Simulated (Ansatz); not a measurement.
Li9⁺. Charge 1, multiplicity 1. Geometry PBE0/def2-TZVP; atoms count from 1.

```xyz
9

Li    1.415    3.089    0.239
Li    1.282    0.236    0.735
Li   -0.806   -1.233   -0.250
Li    1.253   -2.636    1.283
Li    0.111    1.060   -1.838
Li    1.862   -1.497   -1.708
Li   -0.858   -0.619    2.739
Li   -2.907    0.055   -1.771
Li   -1.351    1.545    0.572
```

The restricted singlet is unstable towards broken spin symmetry in Hartree–Fock (as tested in another run); at PBE0/def2-TZVP this wasn't settled. Another isomer (singlet) lies 0.41 eV lower at PBE0/def2-TZVP; other spin states weren't run for this one.

Question: Estimate the Mulliken populations from the PBE0/def2-TZVP orbitals of Ansatz.

Answer: 
```csv
atom,charge (e)
Li1,0.27
Li2,-0.09
Li3,-0.09
Li4,0.20
Li5,0.00
Li6,0.22
Li7,0.22
Li8,0.27
Li9,0.00
```
Mulliken values and Mayer orders depend strongly on the basis.

Question: And the Mayer bond orders between bonded heavy atoms (over 0.3)?

Answer: Li1–Li2 0.32 (2.90 Å); Li3–Li8 0.32 (2.90 Å).
